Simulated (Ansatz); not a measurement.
Ansatz (a first-principles code) input (B3LYP/6-31G* with LANL2DZ past Ar): The .json file joins the Basis Set Exchange's 6-31G* for atoms up to Ar and LANL2DZ past it.

Ansatz 0.2 input:
```yaml
crystal:
  periodic: [false, false, false]
  atoms:
    - {symbol: B, position_ang: [0.78637400, -0.99326600, 0.99886800]}
    - {symbol: F, position_ang: [2.06680000, -1.12882800, 0.85491000]}
    - {symbol: I, position_ang: [-0.42515200, 0.28539200, -0.23940600]}
basis:
  gaussian:
    orbitals: 6-31Gs+LANL2DZ.json
hamiltonian:
  xc: {name: B3LYP}
magnetization: {spin_polarized: true, initial_magnetization: 1}
relax: {f_tol: 0.003, max_steps: 120}
```

Output:

```
Functional definition: B3LYP
integrals: 0.01 GiB planned
426 factors; integrals over basis functions are off by at most 3.3e-4 eV
mean field: 0.12 GiB planned
mean field evaluation 1: about -3701.9624 eV, gradient 1.6e1 eV
mean field evaluation 2: about -3700.4836 eV, gradient 2.8e1 eV
mean field evaluation 4: about -3702.7967 eV, gradient 3.5e-1 eV
mean field evaluation 8: about -3702.8120 eV, gradient 7.5e-3 eV
mean field evaluation 16: about -3702.8120 eV, gradient 1.3e-5 eV
mean field -3702.81201175 eV, -136.0758315757 hartree, gradient 1.3e-5 eV, S^2 0.752767; 0 other end points of the search recorded, 0 dependent functions left out
the calculation of the forces begins
reference -3702.81218739 eV, -136.0758380304 hartree; 11, 10 occupied and 27, 28 virtual orbitals, 426 factors
relax step   1: F+E_penalty+E_count = -3702.81201175 eV  Δ(F+E_penalty+E_count) = +0.000e0 eV  max|allowed force component| = 2.107e-1 eV/Å  Δτ_max = 0.0000 Å  (27 SCF iters, accepted)
these checks for a lower state are left out or cut short: starts, cluster_reference, orbital_swaps, neighbouring_geometries, increment
integrals: 0.01 GiB planned
426 factors; integrals over basis functions are off by at most 3.3e-4 eV
mean field: 0.12 GiB planned
mean field -3702.81627822 eV, -136.0759883654 hartree, gradient 2.2e-5 eV, S^2 0.752964; 0 other end points of the search recorded, 0 dependent functions left out
the calculation of the forces begins
reference -3702.81645415 eV, -136.0759948308 hartree; 11, 10 occupied and 27, 28 virtual orbitals, 426 factors
relax step   2: F+E_penalty+E_count = -3702.81627822 eV  Δ(F+E_penalty+E_count) = -4.266e-3 eV  max|allowed force component| = 3.230e-2 eV/Å  Δτ_max = 0.0141 Å  (31 SCF iters, accepted)
these checks for a lower state are left out or cut short: starts, cluster_reference, orbital_swaps, neighbouring_geometries, increment
integrals: 0.01 GiB planned
426 factors; integrals over basis functions are off by at most 3.3e-4 eV
mean field: 0.12 GiB planned
mean field -3702.81629022 eV, -136.0759888066 hartree, gradient 2.6e-5 eV, S^2 0.752983; 0 other end points of the search recorded, 0 dependent functions left out
the calculation of the forces begins
reference -3702.81646634 eV, -136.0759952787 hartree; 11, 10 occupied and 27, 28 virtual orbitals, 426 factors
relax step   3: F+E_penalty+E_count = -3702.81629022 eV  Δ(F+E_penalty+E_count) = -1.200e-5 eV  max|allowed force component| = 2.316e-2 eV/Å  Δτ_max = 0.0043 Å  (25 SCF iters, accepted)
these checks for a lower state are left out or cut short: starts, cluster_reference, orbital_swaps, neighbouring_geometries, increment
integrals: 0.01 GiB planned
426 factors; integrals over basis functions are off by at most 3.3e-4 eV
mean field: 0.12 GiB planned
mean field evaluation 32: about -3702.8028 eV, gradient 1.2e-1 eV
mean field -3702.81632121 eV, -136.0759899453 hartree, gradient 1.1e-5 eV, S^2 0.752979; 0 other end points of the search recorded, 0 dependent functions left out
the calculation of the forces begins
reference -3702.81649722 eV, -136.0759964137 hartree; 11, 10 occupied and 27, 28 virtual orbitals, 426 factors
relax step   4: F+E_penalty+E_count = -3702.81632121 eV  Δ(F+E_penalty+E_count) = -3.099e-5 eV  max|allowed force component| = 2.574e-2 eV/Å  Δτ_max = 0.0024 Å  (24 SCF iters, accepted)
these checks for a lower state are left out or cut short: starts, cluster_reference, orbital_swaps, neighbouring_geometries, increment
integrals: 0.01 GiB planned
426 factors; integrals over basis functions are off by at most 3.3e-4 eV
mean field: 0.12 GiB planned
mean field -3702.81632858 eV, -136.0759902164 hartree, gradient 3.0e-5 eV, S^2 0.752977; 0 other end points of the search recorded, 0 dependent functions left out
the calculation of the forces begins
reference -3702.81650461 eV, -136.0759966851 hartree; 11, 10 occupied and 27, 28 virtual orbitals, 426 factors
relax step   5: F+E_penalty+E_count = -3702.81632858 eV  Δ(F+E_penalty+E_count) = -7.376e-6 eV  max|allowed force component| = 1.553e-4 eV/Å  Δτ_max = 0.0003 Å  (21 SCF iters, accepted)
integrals: 0.01 GiB planned
426 factors; integrals over basis functions are off by at most 3.3e-4 eV
mean field: 0.12 GiB planned
mean field -3702.81632858 eV, -136.0759902164 hartree, gradient 3.0e-5 eV, S^2 0.752977; 1 other end points of the search recorded, 0 dependent functions left out
the calculation of the forces begins
reference -3702.81650461 eV, -136.0759966851 hartree; 11, 10 occupied and 27, 28 virtual orbitals, 426 factors
Total energy: -3702.81650461 eV, -136.0759966851 hartree
Atom 0 at     0.790340    -1.001796     1.008112 Å, force    -0.000155    -0.000009     0.000048 eV/Å
Atom 1 at     2.071821    -1.129551     0.854574 Å, force     0.000084     0.000037    -0.000064 eV/Å
Atom 2 at    -0.434140     0.294645    -0.248314 Å, force     0.000071    -0.000027     0.000016 eV/Å
Dipole moment:     0.107176    -0.076420     0.065699 e Å
```

The geometry given is a B3LYP-D3(BJ)/def2-TZVP minimum.
